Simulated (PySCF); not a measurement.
Löwdin shares of the frontier orbitals

Compound: C5H6F3P.
SMILES with atom numbers: `[CH3:1][C@@H:2]1[CH2:3][P:4]1[C:5]([F:6])=[C:7]([F:8])[F:9]` (hydrogens: H10, H11, H12 on C1; H13 on C2; H14, H15 on C3)

Structure used (GFN2-xTB), in Å, numbered top down from 1:
```
atom  x, y, z in Å
C1    -2.3799    0.0085   -0.3892
C2    -0.9122   -0.3307   -0.3511
C3    -0.3922   -1.1747    0.7717
P4     0.1643    0.5876    0.8635
C5     1.7575    0.3864   -0.0344
F6     1.9462   -0.6624   -0.8607
C7     2.7419    1.2649    0.1216
F8     3.9339    1.2464   -0.4560
F9     2.6198    2.3164    0.9239
H10   -2.9431   -0.8353   -0.7878
H11   -2.7502    0.2288    0.6104
H12   -2.5630    0.8733   -1.0234
H13   -0.4744   -0.5051   -1.3287
H14   -1.1027   -1.4646    1.5349
H15    0.3497   -1.9313    0.5559
```

Method used: TDDFT B3LYP/def2-SVPD, vertical, gas phase, core orbitals frozen in the response (PySCF 2.14.0, density-fitted response routines).

Frontier orbitals with the atoms that hold most of them (Löwdin shares over 4%, at most four atoms; ? is withheld):

| orbital | ε (eV) | atoms |
| --- | --- | --- |
| HOMO-3 | -9.32 | P4 21%, C3 19%, C2 14%, C5 14% |
| HOMO-2 | -8.47 | P4 24%, C5 20%, F6 10%, C2 10% |
| HOMO-1 | -7.65 | P4 48%, C3 18%, C2 14%, C5 6% |
| HOMO | ? | ? |
| LUMO | -0.60 | ? |
| LUMO+1 | -0.03 | P4 24%, F6 11%, C5 10%, C2 9% |
| LUMO+2 | 0.33 | C7 38%, C5 15%, F8 14%, P4 10% |

Q: Which atoms hold the LUMO, and with what shares?

A: C7 (bonded to C and 2 F) 22%; P4 (bonded to 3 C) 20%; C5 (bonded to C, F and P) 16%; C3 (bonded to C, P and 2 H) 11%. By element: carbon 48% or more, phosphorus 20%.

Q: Which atoms hold the HOMO, and with what shares?

A: C7 (bonded to C and 2 F) 18%; C5 (bonded to C, F and P) 17%; P4 (bonded to 3 C) 16%; C2 (bonded to 2 C, P and H) 13%. By element: carbon 48% or more, phosphorus 16%.

Q: What is the HOMO energy, and the HOMO–LUMO gap?

A: ε(HOMO) = -6.86 eV; the gap is 6.26 eV (0.2300 hartree).

Q: The HOMO–LUMO gap is 6.26 eV. Where does the response calculation put the lowest singlet, and from which orbitals?

A: S1 is at 5.76 eV (f = 0.030), 0.50 eV below the gap, made of HOMO→LUMO+1 (84%), HOMO→LUMO (10%). Its leading pair isn't HOMO and LUMO; the energies of that pair differ by 6.83 eV. Without the coupling terms of the response equations the lowest excitation would equal the gap.

Q: Give energy, strength and leading configuration of S1, S2 and S3, and follow the Löwdin shares of the leading atoms from the occupied to the empty orbital.

A: 
- S1 (5.76 eV, f 0.030), HOMO→LUMO+1 (84%): C7 18% → at most 10%, C5 17% → 10%, P4 16% → 24%, F6 at most 13% → 11%
- S2 (5.89 eV, f 0.225), HOMO→LUMO (72%): C7 18% → 22%, C5 17% → 16%, P4 16% → 20%
- S3 (6.09 eV, f 0.027), HOMO-1→LUMO (85%): P4 48% → 20%, C3 18% → 11%, C7 at most 7% → 22%

One conformer stands for the species.
